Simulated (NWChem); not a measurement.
System: GeF₃ cation

Here is an NWChem input.

```
start job
memory heap 200 mb stack 900 mb global 1100 mb
charge 1
geometry units angstroms noautoz
  F     -0.998637     1.341409     0.000000
  Ge     0.000000     0.000000     0.000000
  F     -0.662376    -1.535550     0.000000
  F      1.661013     0.194140     0.000000
end
basis spherical
  * library 6-31g*
end
dft
  xc mpw1k
  iterations 150
  mulliken
end
task dft energy
```

Excerpt of the output:

```
             Northwest Computational Chemistry Package (NWChem) 7.3.0
             --------------------------------------------------------

 D3H symmetry detected

                             Geometry "geometry" -> ""
                             -------------------------

 Output coordinates in angstroms (scale by  1.889725989 to convert to a.u.)

  No.       Tag          Charge          X              Y              Z
 ---- ---------------- ---------- -------------- -------------- --------------
    1 F                    9.0000     1.18250893     1.18250893     0.00000000
    2 Ge                  32.0000     0.00000000     0.00000000     0.00000000
    3 F                    9.0000    -1.61533724     0.43282831     0.00000000
    4 F                    9.0000     0.43282831    -1.61533724     0.00000000

 Effective nuclear repulsion energy (a.u.)     317.7924089843

      Symmetry information
      --------------------

 Group name             D3h
 Group number             27
 Group order              12
 No. of unique centers     2

                                 NWChem DFT Module
                                 -----------------

 Summary of "ao basis" -> "ao basis" (spherical)
 ------------------------------------------------------------------------------
       Tag                 Description            Shells   Functions and Types
 ---------------- ------------------------------  ------  ---------------------
 F                           6-31g*                  6       14   3s2p1d
 Ge                          6-31g*                 12       32   5s4p3d

      Symmetry analysis of basis
      --------------------------

        a1'        15
        a1"         1
        a2'         3
        a2"         7
        e'         34
        e"         14

  Rotation of axis

            General Information
            -------------------
          SCF calculation type: DFT
          Wavefunction type:  closed shell.
          No. of atoms     :     4
          No. of electrons :    58
           Alpha electrons :    29
            Beta electrons :    29
          Charge           :     1
          Spin multiplicity:     1
          Use of symmetry is: on ; symmetry adaption is: on
          Maximum number of iterations: 150
          AO basis - number of functions:    74
                     number of shells:    30
          Convergence on energy requested:  1.00D-06
          Convergence on density requested:  1.00D-05
          Convergence on gradient requested:  5.00D-04

              XC Information
              --------------
                        MPW1K Method XC Functional
                     Hartree-Fock (Exact) Exchange  0.428
                        mPW91  Exchange Functional  0.572
                Perdew 1991 Correlation Functional  1.000 non-local
            Perdew 1991 LDA Correlation Functional  1.000 local

             Grid Information
             ----------------
          Grid used for XC integration:  medium
          Radial quadrature: Mura-Knowles
          Angular quadrature: Lebedev.
          Tag              B.-S. Rad. Rad. Pts. Rad. Cut. Ang. Pts.
          ---              ---------- --------- --------- ---------
          F                   0.50       49           7.0       434
          Ge                  1.25      112           6.0       590
          Grid pruning is: on
          Number of quadrature shells:   161
          Spatial weights used:  Erf1

      Superposition of Atomic Density Guess
      -------------------------------------

 Sum of atomic energies:       -2373.13843254

 Renormalizing density from      59.00 to     58

      Non-variational initial energy
      ------------------------------

 Total energy =   -2348.749244
 1-e energy   =   -3878.754906
 2-e energy   =    1212.213252
 HOMO         =      -0.996457
 LUMO         =      -0.538408

      Symmetry analysis of molecular orbitals - initial
      -------------------------------------------------

  Numbering of irreducible representations:

     1 a1'         2 a1"         3 a2'         4 a2"         5 e'
     6 e"

  Orbital symmetries:

     1 a1'         2 a1'         3 e'          4 e'          5 a2"
     6 a1'         7 e'          8 e'          9 a1'        10 e'
    11 e'         12 a2"        13 e'         14 e'         15 a1'
    16 e"         17 e"         18 a1'        19 e'         20 e'
    21 a1'        22 e'         23 e'         24 a2"        25 e'
    26 e'         27 e"         28 e"         29 a2'        30 a1'
    31 a2"        32 e'         33 e'         34 a1'        35 a2"
    36 e'         37 e'         38 e"         39 e"

     ---------------------------------------------
      Total Density - Mulliken Population Analysis
     ---------------------------------------------

    Atom       Charge   Shell Charges
 -----------   ------   -------------------------------------------------------
    1 F    9     9.49   2.00  0.98  3.50  0.99  2.01  0.01
    2 Ge  32    29.54   2.00  2.00  6.00  2.01  6.03  0.74  0.60 -0.03  0.02  7.35  2.59  0.23
    3 F    9     9.49   2.00  0.98  3.50  0.99  2.01  0.01
    4 F    9     9.49   2.00  0.98  3.50  0.99  2.01  0.01

   convergence    iter        energy       DeltaE   RMS-Dens  Diis-err
 ---------------- ----- ----------------- --------- --------- ---------
 d= 0,ls=0.0,diis     1  -2375.7006208650 -2.69D+03  1.80D-02  5.22D+00
 d= 0,ls=0.0,diis     2  -2375.7330423715 -3.24D-02  9.49D-03  4.09D+00
 d= 0,ls=0.0,diis     3  -2375.9485969879 -2.16D-01  2.05D-03  8.77D-02
 d= 0,ls=0.0,diis     4  -2375.9546911617 -6.09D-03  3.44D-04  2.97D-03
 d= 0,ls=0.0,diis     5  -2375.9548919842 -2.01D-04  4.55D-05  2.31D-05
  Resetting Diis
 d= 0,ls=0.0,diis     6  -2375.9548938401 -1.86D-06  6.70D-06  4.71D-07
 d= 0,ls=0.0,diis     7  -2375.9548939034 -6.33D-08  1.04D-06  3.62D-09

         Total DFT energy =    -2375.954893903403
      One electron energy =    -3925.966750424643
           Coulomb energy =     1342.475333794458
    Exchange-Corr. energy =     -110.255886257496
 Nuclear repulsion energy =      317.792408984279

 Numeric. integr. density =       58.000011448924

                  Occupations of the irreducible representations
                  ----------------------------------------------

                     irrep           alpha         beta
                     --------     --------     --------
                     a1'               7.0          7.0
                     a1"               0.0          0.0
                     a2'               1.0          1.0
                     a2"               3.0          3.0
                     e'               14.0         14.0
                     e"                4.0          4.0

                       DFT Final Molecular Orbital Analysis
                       ------------------------------------

 Vector   27  Occ=2.000000D+00  E=-7.980342D-01  Symmetry=e"
              MO Center= -6.7D-01, -4.5D-01,  3.1D-15, r^2= 2.5D+00
   Bfn.  Coefficient  Atom+Function         Bfn.  Coefficient  Atom+Function
  ----- ------------  ---------------      ----- ------------  ---------------
    51      0.492980  3 F  pz                65     -0.440316  4 F  pz
    55      0.338946  3 F  pz                69     -0.302737  4 F  pz
    45      0.054925  2 Ge d  1               5     -0.052663  1 F  pz
    35     -0.048811  2 Ge d  1              43      0.045145  2 Ge d -1
    33     -0.040119  2 Ge d -1               9     -0.036208  1 F  pz

 Vector   28  Occ=2.000000D+00  E=-7.980342D-01  Symmetry=e"
              MO Center=  6.7D-01,  4.5D-01,  9.4D-14, r^2= 2.5D+00
   Bfn.  Coefficient  Atom+Function         Bfn.  Coefficient  Atom+Function
  ----- ------------  ---------------      ----- ------------  ---------------
     5      0.538839  1 F  pz                 9      0.370476  1 F  pz
    65     -0.315027  4 F  pz                51     -0.223812  3 F  pz
    69     -0.216595  4 F  pz                55     -0.153880  3 F  pz
    43      0.054925  2 Ge d -1              33     -0.048811  2 Ge d -1
    45     -0.045145  2 Ge d  1              35      0.040119  2 Ge d  1

 Vector   29  Occ=2.000000D+00  E=-7.891707D-01  Symmetry=a2'
              MO Center= -7.0D-13, -5.6D-13,  1.6D-26, r^2= 3.2D+00
   Bfn.  Coefficient  Atom+Function         Bfn.  Coefficient  Atom+Function
  ----- ------------  ---------------      ----- ------------  ---------------
    50      0.377147  3 F  py                63     -0.377147  4 F  px
     3      0.276091  1 F  px                 4     -0.276091  1 F  py
    54      0.265710  3 F  py                67     -0.265710  4 F  px
     7      0.194513  1 F  px                 8     -0.194513  1 F  py
    49      0.101056  3 F  px                64     -0.101056  4 F  py

 Vector   30  Occ=0.000000D+00  E=-3.841306D-01  Symmetry=a1'
              MO Center= -3.6D-16,  3.2D-15, -1.2D-17, r^2= 2.4D+00
   Bfn.  Coefficient  Atom+Function         Bfn.  Coefficient  Atom+Function
  ----- ------------  ---------------      ----- ------------  ---------------
    24      0.810680  2 Ge s                 28     -0.403786  2 Ge s
    20     -0.294585  2 Ge s                 49      0.266250  3 F  px
    64      0.266250  4 F  py                53      0.228074  3 F  px
    68      0.228074  4 F  py                 6      0.211370  1 F  s
    52      0.211370  3 F  s                 66      0.211370  4 F  s

 Vector   31  Occ=0.000000D+00  E=-3.262215D-01  Symmetry=a2"
              MO Center= -1.1D-15,  4.2D-16, -6.7D-14, r^2= 2.2D+00
   Bfn.  Coefficient  Atom+Function         Bfn.  Coefficient  Atom+Function
  ----- ------------  ---------------      ----- ------------  ---------------
    27      0.905018  2 Ge pz                23     -0.289694  2 Ge pz
    31      0.204348  2 Ge pz                 5     -0.191289  1 F  pz
    51     -0.191289  3 F  pz                65     -0.191289  4 F  pz
     9     -0.167966  1 F  pz                55     -0.167966  3 F  pz
    69     -0.167966  4 F  pz                19      0.085805  2 Ge pz

 Vector   32  Occ=0.000000D+00  E=-1.496912D-01  Symmetry=e'
              MO Center= -1.2D-01, -2.1D-01, -4.0D-16, r^2= 3.8D+00
   Bfn.  Coefficient  Atom+Function         Bfn.  Coefficient  Atom+Function
  ----- ------------  ---------------      ----- ------------  ---------------
    29      0.583744  2 Ge px                25      0.524027  2 Ge px
    30      0.450280  2 Ge py                 6     -0.423519  1 F  s
    26      0.404216  2 Ge py                52      0.259100  3 F  s
    63     -0.201420  4 F  px                50     -0.184651  3 F  py
    67     -0.178779  4 F  px                54     -0.165015  3 F  py

     ---------------------------------------------
      Total Density - Mulliken Population Analysis
     ---------------------------------------------

    Atom       Charge   Shell Charges
 -----------   ------   -------------------------------------------------------
    1 F    9     9.27   2.00  0.95  3.25  1.03  2.02  0.02
    2 Ge  32    30.18   2.00  2.00  6.00  2.00  5.99  0.90  1.04 -0.08  0.02  6.92  2.94  0.44
    3 F    9     9.27   2.00  0.95  3.25  1.03  2.02  0.02
    4 F    9     9.27   2.00  0.95  3.25  1.03  2.02  0.02

     -------------------------------------------
      Total Density - Lowdin Population Analysis
     -------------------------------------------

    Atom       Charge   Shell Charges
 -----------   ------   -------------------------------------------------------
    1 F    9     9.10   1.99  0.94  3.12  0.83  2.19  0.03
    2 Ge  32    30.70   2.00  2.00  5.99  1.96  5.87  0.64  1.08  0.17  0.31  6.73  3.06  0.87
    3 F    9     9.10   1.99  0.94  3.12  0.83  2.19  0.03
    4 F    9     9.10   1.99  0.94  3.12  0.83  2.19  0.03

     Multipole analysis of the density
     ---------------------------------

     L   x y z        total         alpha         beta         nuclear
     -   - - -        -----         -----         ----         -------
     0   0 0 0      1.000000    -29.000000    -29.000000     59.000000

     1   1 0 0      0.000000      0.000000      0.000000      0.000000
     1   0 1 0      0.000000      0.000000      0.000000      0.000000
     1   0 0 1     -0.000000     -0.000000     -0.000000      0.000000

     2   2 0 0    -20.980368    -77.902663    -77.902663    134.824959
     2   1 1 0      0.000000      0.000000      0.000000      0.000000
     2   1 0 1     -0.000000     -0.000000     -0.000000      0.000000
     2   0 2 0    -20.980368    -77.902663    -77.902663    134.824959
     2   0 1 1     -0.000000     -0.000000     -0.000000      0.000000
     2   0 0 2    -17.689784     -8.844892     -8.844892      0.000000
```

Level: MPW1K/6-31G* (spherical d). Geometry: optimised at B3LYP/6-31G* (spherical d).
